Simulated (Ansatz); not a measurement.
`O[SiH2][SiH3]` + H₂Te → `O[SiH2][TeH]` + SiH₄  (cleavage of the Si–Si bond)

Computed with Ansatz on PBE0-D4/def2-TZVP structures; ΔE is electronic, products minus reactants. CBS: MP2 limit from def2 TZ/QZ plus the TZ coupled-cluster correction, frozen cores. This one scheme is used for every species. DFT in def2-TZVPP. Elements past krypton have def2 core potentials. For Te outer-core shells are correlated without core-valence functions, which leaves a few kJ/mol of doubt a bond. Each species was taken in one conformer, which may not be the lowest.

Q: Is it downhill or uphill in electronic energy at CCSD(T)/CBS, and by how much? (Best estimate.)

A: The calculation gave: Downhill: ΔE = -75.3 kJ/mol.

Q: What do these levels give: revPBE-D4, CAM-B3LYP-D4, r2SCANh, LC-ωPBE, MP2/def2-SVP, HF/def2-QZVPP? (Best estimate.)

A: Computed: revPBE-D4 -64.9, CAM-B3LYP-D4 -69.0, r2SCANh -71.2, LC-ωPBE -65.7, MP2/def2-SVP -77.2, HF/def2-QZVPP -75.6 kJ/mol.

Largest T1 diagnostic among the species: 0.012.

At CCSD(T), def2-SVP lies +7.3 kJ/mol from the extrapolated value and def2-TZVPP +5.8 kJ/mol. Leaving LDA and LC-ωPBE aside and taking each functional with its dispersion term where it has one, the values, not all of them listed here, spread over 15.1 kJ/mol, from BHLYP-D4 to B97M-V. From PBE to PBE0 (25 % exact exchange), in def2-TZVPP and without D4, ΔE moves by −3.2 kJ/mol.
